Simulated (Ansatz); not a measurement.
`F[SiH2]C1CO1` and `[SiH3]SC1CO1` differ in one atom or group.

Ansatz, PBE0-D4/def2-TZVP geometries, multiplicity 1. Each molecule was computed in one conformer, which needn't be the lowest.

```tsv
property	`F[SiH2]C1CO1`
HOMO energy (B3LYP/def2-TZVPP) / eV	-7.81
HOMO–LUMO gap (PBE/def2-TZVPP) / eV	5.47
size of the dipole moment (B3LYP/def2-TZVPP) / D	1.10
HOMO energy (PBE/def2-TZVPP) / eV	-6.45
HOMO–LUMO gap (ωB97M-V/def2-TZVPP) / eV	12.17
LUMO energy (PBE0/def2-TZVPP) / eV	-0.04
```

(1) What does the change do to each property? (An estimate is asked.)

Results:

(1) The calculation gave: 
```tsv
property	`[SiH3]SC1CO1`	shift
HOMO energy (B3LYP/def2-TZVPP) / eV	-7.11	0.70
HOMO–LUMO gap (PBE/def2-TZVPP) / eV	5.37	-0.10
size of the dipole moment (B3LYP/def2-TZVPP) / D	1.32	0.22
HOMO energy (PBE/def2-TZVPP) / eV	-6.13	0.32
HOMO–LUMO gap (ωB97M-V/def2-TZVPP) / eV	11.43	-0.74
LUMO energy (PBE0/def2-TZVPP) / eV	0.13	0.17
```

With PBE0 the HOMO rises by 0.72 eV and the LUMO rises by 0.17 eV, so the gap narrows by about 0.55 eV. PBE moves the HOMO by 0.32 eV and ωB97M-V by 0.91 eV. Dipoles are sizes alone; their direction can turn.

B3LYP here is the variant with VWN-RPA as its local correlation; programs differ in this.
